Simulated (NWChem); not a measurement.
System: SiH2I cation

Computed with NWChem. Medium grid unless said otherwise, to which SCAN and Minnesota functionals are sensitive. Coordinates come from a PBE0/def2-SVP optimisation. def2 effective core potentials on I; no spin-orbit coupling. Hybrids' shares of exact exchange are those that their runs print; pure functionals count as 0. The functionals differ in more than this share.

```
row                share of exact exchange  orbital gap (eV)
-----------------  -----------------------  ----------------
PBE/def2-TZVP                         0.00              2.77
N12/def2-TZVP                         0.00              2.75
B3LYP/def2-TZVP                       0.20              4.25
r2SCAN0/def2-TZVP                     0.25              4.95
MPW1K/def2-TZVP                       0.43          withheld
```

Question: Fit a straight line of the last column on the one before it, predict the withheld value, and compare with the run.

Answer: 
1. Means of the 4 shown rows: x = 0.113, y = 3.680. Slope Σ(x − x̄)(y − ȳ)/Σ(x − x̄)² = 0.4315/0.05188 = 8.318; intercept 2.744.
2. The shown rows scatter about the line by 0.102 (root mean square); the largest residual is -0.16, at B3LYP/def2-TZVP.
3. At x = 0.43 (MPW1K/def2-TZVP; beyond the shown range) the line gives 6.32.
4. The run gives 6.06, -0.26 from the line, 2.6 times the scatter.
